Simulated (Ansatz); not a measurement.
**Worked example: C3H9B + GeH3(SH) → C2H7BS + GeH3(CH3)**

Species: C3H9B `CBCC`, singlet; GeH3(SH), singlet; C2H7BS `CCBS`, singlet; GeH3(CH3) (methyl germane), singlet. The partners trade CH3 for SH: B–CH3 and Ge–SH bonds give way to B–SH and Ge–CH3.

Shapes, held fixed at every level: PBE0-D4/def2-TZVP. Flexible molecules stand in one conformer, not always the lowest. Programs: Ansatz 0.2.0. The zero-point and thermal change to 298 K, harmonic and unscaled (PBE0-D4/def2-TZVP), is +3.0 kJ/mol.

At CCSD(T)/def2-TZVPP; 1 Eh = 2625.50 kJ/mol:

```
  species   energy (Eh)
    C3H9B   -144.293650
 GeH3(SH)  -2475.752636
   C2H7BS   -502.823131
GeH3(CH3)  -2117.237880
```

Work out ΔH(298 K) of the reaction at this level.


1. Products less reactants: (-502.823131) + (-2117.237880) − [(-144.293650) + (-2475.752636)] = -0.014725 Eh = -38.7 kJ/mol.
2. With the thermal change: -38.7 + (+3.0) = -35.7 kJ/mol.

Other levels give -42.9 (MP2/def2-SVP) to -24.8 kJ/mol (BHLYP-D4/def2-TZVPP). No measured value is set beside it here. Relativity is left out for Ge. Outer-core shells of Ge are correlated in most correlated rows, in sets that cover them unevenly.
